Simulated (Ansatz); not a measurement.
A nudged elastic band was laid between two geometries of BrH + CH4F2Si (10 atoms, charge 0, multiplicity 1).

These are results of RKS r2SCAN/def2-SVP in Ansatz, not measurements.

```yaml
movable_images: 7
climbing_image: yes
spring: 5.0 eV/Å²
optimiser: quadratic models (default)
start_path: through a guess of the saddle point
force_threshold: 0.03 eV/Å
iteration_limit: 60
end_points: relaxed
```

Image 0:

```xyz
10
Properties=species:S:1:pos:R:3
Si -0.400 -0.963 -0.003
C 0.677 0.060 1.086
F -0.063 -0.605 -1.562
F -0.039 -2.530 0.165
H -1.860 -0.809 0.180
H -0.323 1.343 -2.077
Br -0.711 2.674 -1.729
H 0.494 -0.164 2.149
H 0.488 1.133 0.921
H 1.738 -0.140 0.870
```

Image 8:

```xyz
10
Properties=species:S:1:pos:R:3
Si -1.418 -0.944 -0.861
C 1.427 0.820 0.858
F 0.101 -1.077 -1.368
F -1.427 -1.216 0.725
H -2.254 -1.950 -1.536
H 1.090 1.428 0.008
Br -2.136 1.091 -1.245
H 0.561 0.348 1.341
H 1.945 1.461 1.583
H 2.110 0.040 0.496
```

Problem. What changes between the two ends?

Solution. Bonds broken: Si1–C2, H6–Br7. Bonds formed: Si1–Br7, C2–H6. BrH + CH4F2Si becomes BrF2HSi + CH4.

Problem. What energy profile does the band end with?

Solution. It converged. The highest image is number 4 of 0 to 8, 1.66 eV above the first end and 2.43 eV above the last; the last end lies 0.77 eV below the first. A vibrational analysis at the climbing image gives one clearly imaginary mode, 523i cm⁻¹: a first-order saddle point. The orbitals stay closed-shell, which can raise the energy where a bond breaks towards radicals; this wasn't checked here.

```csv
image,path coordinate (Å),energy (eV),Si1–C2 (Å),H6–Br7 (Å),Si1–Br7 (Å)
0,0.00,0.00,1.84,1.43,4.04
1,0.85,0.06,1.84,1.43,3.82
2,1.69,0.24,1.86,1.42,3.67
3,2.54,0.66,1.89,1.46,3.15
4,3.38,1.66,2.08,1.87,2.64
5,4.60,0.49,2.88,2.30,2.28
6,5.82,-0.55,3.59,2.60,2.20
7,7.04,-0.74,3.88,3.19,2.19
8,8.26,-0.77,3.76,3.48,2.19
```

Problem. What is the geometry of the highest image?

Solution. 
```xyz
10
Properties=species:S:1:pos:R:3:forces:R:3
Si -0.566 -0.670 -0.502 0.00 0.00 0.00
C 0.697 0.378 0.778 0.00 0.00 0.00
F 0.186 -0.998 -1.886 0.00 0.00 0.00
F -0.161 -2.016 0.333 0.00 0.00 0.00
H -2.016 -0.661 -0.289 0.00 0.00 0.00
H 0.015 0.994 -0.109 0.00 0.00 0.00
Br -1.022 1.739 -1.477 0.00 0.00 0.00
H 0.233 0.062 1.722 0.00 0.00 0.00
H 1.068 1.411 0.917 0.00 0.00 0.00
H 1.567 -0.240 0.514 0.00 0.00 0.00
```

Problem. What are the harmonic wavenumbers there?

Solution. 523i, 110, 179, 213, 247, 303, 348, 386, 398, 616, 713, 841, 910, 928, 1062, 1156, 1185, 1371, 1407, 1569, 2358, 3038, 3141, 3204 cm⁻¹.

Run time: 7.4 min on 4 threads of Arm Neoverse N1, with other jobs on the host, peak memory 0.23 GiB.
